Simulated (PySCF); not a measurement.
Correlation energy of In (indium, neutral)

[Kr] 4d10 5s1 5p2, high-spin 4P determinant (an excited configuration). All numbers are calculated (PySCF 2.14, a scalar-relativistic core potential, in def2-TZVPPD with the def2 core potential (28 electrons) (7s5p4d2f, 56 functions)). Frozen: nothing; 21 electrons correlated.

| level | correlation energy (mhartree) |
| --- | --- |
| CCSD | -255.42 |
| (T) | -5.92 |
| CCSD(T) | -261.34 |

Diagnostics: T1 = 0.0097, D1 = 0.0332, largest double amplitude 0.037.

Problem. Is a single reference adequate?

Solution. Yes, within this model without spin-orbit coupling: T1 lies below 0.03 and no double amplitude reaches 0.07.

The basis has no tight functions for the innermost shells, so their pair energies are far from complete.

This basis was not built for core-valence correlation, so the inner-shell part is incomplete.
